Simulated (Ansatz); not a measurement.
An input meant for In₅As₄H₁₆⁻, a cluster cut from zinc blende InAs (hydrogen-capped) (charge -1, singlet; atoms displaced at random, 0.03 Å in each coordinate).

```yaml
crystal:
  periodic: [false, false, false]
  atoms:
    - {symbol: In, position_ang: [0.272119, -3.311580, -0.234927]}
    - {symbol: In, position_ang: [0.306123, -0.195829, -3.378718]}
    - {symbol: In, position_ang: [-2.957435, 0.018550, 0.022843]}
    - {symbol: In, position_ang: [0.239487, 0.151215, 3.358562]}
    - {symbol: In, position_ang: [0.312317, 3.375288, 0.170737]}
    - {symbol: As, position_ang: [-1.180300, -1.426500, -1.466899]}
    - {symbol: As, position_ang: [1.401712, -1.620418, 1.607046]}
    - {symbol: As, position_ang: [1.335408, 1.662245, -1.596703]}
    - {symbol: As, position_ang: [-1.147255, 1.439853, 1.489527]}
    - {symbol: H, position_ang: [1.561029, -3.905467, -1.228597]}
    - {symbol: H, position_ang: [-0.791664, -4.361120, 0.786119]}
    - {symbol: H, position_ang: [1.534065, -1.199468, -3.911576]}
    - {symbol: H, position_ang: [-0.775033, 0.748741, -4.438227]}
    - {symbol: H, position_ang: [-3.730344, -1.044899, 1.063636]}
    - {symbol: H, position_ang: [-3.707079, 1.124430, -1.061920]}
    - {symbol: H, position_ang: [-0.785893, -0.771454, 4.430360]}
    - {symbol: H, position_ang: [1.598143, 1.114392, 3.941566]}
    - {symbol: H, position_ang: [-0.855233, 4.417507, -0.756986]}
    - {symbol: H, position_ang: [1.583296, 3.932988, 1.129332]}
    - {symbol: H, position_ang: [-2.062815, -2.293178, -2.266121]}
    - {symbol: H, position_ang: [2.434612, -2.457849, 2.413945]}
    - {symbol: H, position_ang: [2.468307, -0.864519, 0.853302]}
    - {symbol: H, position_ang: [2.375941, 2.534356, -2.460225]}
    - {symbol: H, position_ang: [2.472514, 0.859657, -0.841473]}
    - {symbol: H, position_ang: [-2.088892, 2.270621, 2.314211]}
basis:
  gaussian: {orbitals: def2-SVP}
total_charge: 2
magnetization: {spin_polarized: true, initial_magnetization: 1}
hamiltonian: {xc: {name: B3LYP}, dispersion: d3bj}
accuracy: high
scf: {lower_state_search: light}
output: {forces: true}
```

```sh
$ ansatz run in.yaml --threads 2 --pin off --events-out ev --progress --plain --max-ram 31744MiB --backend cuda --devices 0, --max-vram 18GiB
```

Output, abridged:

```
Functional definition: B3LYP
8083 factors; integrals over basis functions are off by at most 6.0e-8 eV
mean field evaluation 1: about -269452.9515 eV, gradient 2.4e1 eV
mean field evaluation 2: about -269438.5337 eV, gradient 4.2e1 eV
mean field evaluation 4: about -269451.7021 eV, gradient 2.1e1 eV
mean field evaluation 8: about -269458.0764 eV, gradient 2.7e0 eV
mean field evaluation 16: about -269458.2238 eV, gradient 1.1e0 eV
mean field evaluation 32: about -269457.1168 eV, gradient 5.5e0 eV
mean field evaluation 64: about -269458.2265 eV, gradient 3.0e-1 eV
mean field evaluation 96: about -269458.2397 eV, gradient 1.9e-3 eV
mean field evaluation 128: about -269458.2397 eV, gradient 4.2e-6 eV
mean field evaluation 160: about -269457.1237 eV, gradient 7.3e0 eV
mean field evaluation 192: about -269458.0559 eV, gradient 2.7e0 eV
mean field evaluation 224: about -269457.3223 eV, gradient 2.5e0 eV
mean field evaluation 256: about -269458.0081 eV, gradient 6.5e-1 eV
mean field evaluation 288: about -269458.2168 eV, gradient 6.3e-3 eV
mean field -269458.23972483 eV, -9902.4076645327 hartree, gradient 3.7e-8 eV, S^2 1.749912; 12 other end points of the search recorded, 0 dependent functions left out
reference -269458.23980744 eV, -9902.4076675686 hartree; 126, 125 occupied and 212, 213 virtual orbitals, 8083 factors
Total energy: -269460.50523653 eV, -9902.4909205522 hartree
Atom 0 at     0.272119    -3.311580    -0.234927 Å, force     0.002766    -1.418566     0.136764 eV/Å
Atom 1 at     0.306123    -0.195829    -3.378718 Å, force     0.131370     0.865552    -0.953219 eV/Å
Atom 2 at    -2.957435     0.018550     0.022843 Å, force    -0.441131     0.531705    -0.731615 eV/Å
Atom 3 at     0.239487     0.151215     3.358562 Å, force     0.210282     0.042369     1.001842 eV/Å
Atom 4 at     0.312317     3.375288     0.170737 Å, force    -0.163667     1.353577    -0.799478 eV/Å
Atom 5 at    -1.180300    -1.426500    -1.466899 Å, force    -0.181271     0.519905     0.753234 eV/Å
Atom 6 at     1.401712    -1.620418     1.607046 Å, force     1.195738    -0.286355     0.525524 eV/Å
Atom 7 at     1.335408     1.662245    -1.596703 Å, force     1.995014    -0.296564    -0.489756 eV/Å
Atom 8 at    -1.147255     1.439853     1.489527 Å, force    -0.453176    -0.288273     0.016649 eV/Å
Atom 9 at     1.561029    -3.905467    -1.228597 Å, force     0.159058     0.303424     0.059777 eV/Å
Atom 10 at    -0.791664    -4.361120     0.786119 Å, force     0.066321     0.686790    -0.412652 eV/Å
Atom 11 at     1.534065    -1.199468    -3.911576 Å, force     0.530093    -0.419146     0.036348 eV/Å
Atom 12 at    -0.775033     0.748741    -4.438227 Å, force    -0.146487    -0.341064     0.542115 eV/Å
Atom 13 at    -3.730344    -1.044899     1.063636 Å, force    -0.101950    -0.452817     0.543560 eV/Å
Atom 14 at    -3.707079     1.124430    -1.061920 Å, force     0.088740     0.049902    -0.041395 eV/Å
Atom 15 at    -0.785893    -0.771454     4.430360 Å, force    -0.162526     0.147719    -0.343317 eV/Å
Atom 16 at     1.598143     1.114392     3.941566 Å, force     0.113571    -0.147005    -0.328027 eV/Å
Atom 17 at    -0.855233     4.417507    -0.756986 Å, force     0.078262    -0.701807     0.533605 eV/Å
Atom 18 at     1.583296     3.932988     1.129332 Å, force     0.349656    -0.070931     0.433629 eV/Å
Atom 19 at    -2.062815    -2.293178    -2.266121 Å, force    -0.722079    -0.471501    -0.490212 eV/Å
Atom 20 at     2.434612    -2.457849     2.413945 Å, force    -0.567096     0.271338    -0.271836 eV/Å
Atom 21 at     2.468307    -0.864519     0.853302 Å, force     0.042076     0.138271    -0.144771 eV/Å
Atom 22 at     2.375941     2.534356    -2.460225 Å, force    -0.973970    -0.703603     0.693430 eV/Å
Atom 23 at     2.472514     0.859657    -0.841473 Å, force    -0.758440     0.538682    -0.422337 eV/Å
Atom 24 at    -2.088892     2.270621     2.314211 Å, force    -0.291155     0.148399     0.152138 eV/Å
Dipole moment:     0.369895    -0.171034     0.322363 e Å
```

Q: Something in this input is off. What?

A: The charge is far from what the species holds (2 typed, -1 meant). The run converged. The result belongs to that input, not to the species as meant. The charge 2 doublet is spin-contaminated (final ⟨S²⟩ up to 1.75, 0.75 for a pure state).
